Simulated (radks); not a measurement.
Values are calculated unless marked as measured or tabulated.
Ionisation of the cobalt ion Co10+, [Ne] 3s2 3p5, to Co11+, [Ne] 3s2 3p4, under several functionals. Non-relativistic Kohn-Sham, spin-polarised, spherical densities, point nucleus; open shells are filled with parallel spins first; a radial shooting solver on a logarithmic mesh with Libxc functionals.

| functional | E(Co10+) (hartree) | Exc (hartree) | IE (eV) | -e(HOMO) (eV) | <r> HOMO (bohr) | IE error (eV) |
|---|---|---|---|---|---|---|
| MS2 meta-GGA | -1344.27956 | -50.93829 | 304.99 | 290.41 | 0.7046 | -0.3 |
| RPBE | -1344.29336 | -50.94647 | 304.91 | 289.99 | 0.7032 | -0.4 |
| exchange-only LDA | -1340.00649 | -46.59293 | 302.61 | 287.66 | 0.7035 | -2.7 |
| Tao-Mo meta-GGA | -1344.10284 | -50.75119 | 304.81 | 290.00 | 0.7042 | -0.5 |
| SOGGA | -1342.71927 | -49.34506 | 304.67 | 289.71 | 0.7030 | -0.7 |
| SCAN | -1344.43627 | -51.10193 | 305.27 | 290.76 | 0.7042 | 0.0 |
| PBEsol | -1342.86503 | -49.49183 | 304.82 | 289.85 | 0.7029 | -0.5 |
| BP86 | -1344.48812 | -51.14654 | 305.19 | 290.19 | 0.7025 | -0.1 |
| exchange-only PBE | -1343.31997 | -49.95964 | 303.23 | 288.33 | 0.7037 | -2.1 |

NIST Atomic Spectra Database: 305.3 eV (semi-empirical). Closest: SCAN. The Delta-SCF values span 2.67 eV, the total energies 4.48 hartree. The highest occupied level is 3p. Open shells are spherical and high-spin; term and fine-structure splittings are not resolved.
